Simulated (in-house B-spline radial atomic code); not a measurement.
Configurations of Ar4+, with energies counted from [Ne] 3s2 3p2. Method: non-relativistic TPSS, spin-polarised, spherical fractional occupations, point nucleus. Calculated with a B-spline radial code for spherical atoms. Shells without spins written out take the highest spin.

Occupations are held fixed; configurations that lie above the ionisation limit could autoionise.

| configuration | E - E(ref) (eV) | highest orbital | its <r> (bohr) |
| --- | --- | --- | --- |
| [Ne] 3s1 3p2 4s1 | 48.124 | 4s up | 2.728 |
| [Ne] 3s1 3p2 4f1 | 64.046 | 4f up | 3.295 |
| [He] 2s2 2p5 3s2 3p3 | 241.12 | 3p up | 1.257 |
| [He] 2s2 2p5 3s2 3p2 3d1 | 265.97 | 3d up | 1.346 |
| [He] 2s2 2p(2 up, 3 down) 3s2 3p(0 up, 2 down) 4p(0 up, 1 down) | 287.86 | 4p down | 2.878 |
| [He] 2s2 2p5 3s2 3p2 4f1 | 299.76 | 4f up | 3.299 |

Order these further configurations by energy, lowest first.
A. [He] 2s2 2p(3 up, 2 down) 3s2 3p(0 up, 2 down) 4s(1 up, 0 down)
B. [Ne] 3s2 3p(0 up, 1 down) 3d(0 up, 1 down)
C. [Ne] 3s1 3p2 4d1
D. [Ne] 3s2 3p1 4d1
E. [He] 2s2 2p5 3s2 3p2 4d1

B (23.596 eV), D (48.869 eV), C (60.135 eV), A (284.35 eV), E (294.99 eV).

How far above the reference does [Ne] 3s2 3p(0 up, 1 down) 4f(0 up, 1 down) lie?

52.806 eV; its least bound orbital is 4f down with <r> = 3.355 bohr.
